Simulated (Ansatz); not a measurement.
A run for Ansatz (a quantum-chemistry and plane-wave program): R-wB97X-V/def2-TZVPP on H3NSSn (SMILES [NH2][Sn][SH]), a point of a torsion scan. Elements past Kr take the def2 small-core potentials; no spin–orbit coupling.

Ansatz 0.2 input:
```yaml
crystal:
  periodic: [false, false, false]
  atoms:
    - {symbol: N, position_ang: [-1.47546804, -0.04470088, 0.26670286]}
    - {symbol: Sn, position_ang: [0.46093500, 0.09975227, 0.98107234]}
    - {symbol: S, position_ang: [1.51954576, -1.06495716, -0.90861560]}
    - {symbol: H, position_ang: [-2.05547781, 0.76217705, 0.07514778]}
    - {symbol: H, position_ang: [-1.64617890, -0.68457701, -0.50229848]}
    - {symbol: H, position_ang: [2.75482204, -1.12834156, -0.43055738]}
basis:
  gaussian:
    orbitals: def2-TZVPP
hamiltonian:
  xc: {name: wB97X-V}
scf: {lower_state_search: off}
```

The log:

```
WARN ansatz: RAYON_NUM_THREADS=1 ignored (pool sized by the plan → 1); use --threads N
Functional definition: wB97X-V
these checks for a lower state are left out or cut short: stability, starts, cluster_reference, orbital_swaps, neighbouring_geometries, increment
integrals: 0.11 GiB planned
1055 factors; their error is unknown
integrals: 0.14 GiB planned
221 factors; integrals over basis functions are off by at most 3.4e-5 eV
mean field: 0.87 GiB planned
mean field evaluation 1: about -18199.1257 eV, gradient 5.5e1 eV
mean field evaluation 2: about -18194.8647 eV, gradient 6.9e1 eV
mean field evaluation 4: about -18205.2929 eV, gradient 2.6e0 eV
mean field evaluation 8: about -18205.3117 eV, gradient 7.3e-2 eV
mean field evaluation 16: about -18205.3690 eV, gradient 1.6e-4 eV
mean field -18205.36900271 eV, -669.0349708074 hartree, gradient 5.7e-6 eV, S^2 0.000000; 0 other end points of the search recorded, 0 dependent functions left out
reference -18205.36900083 eV, -669.0349707382 hartree; 24, 24 occupied and 141, 141 virtual orbitals, 1055 factors
Total energy: -18205.36900083 eV, -669.0349707382 hartree
Checks for a lower state left out: stability, starts, cluster_reference, orbital_swaps, neighbouring_geometries, increment
```

The run converged.

Cost: roughly 6 core-seconds.
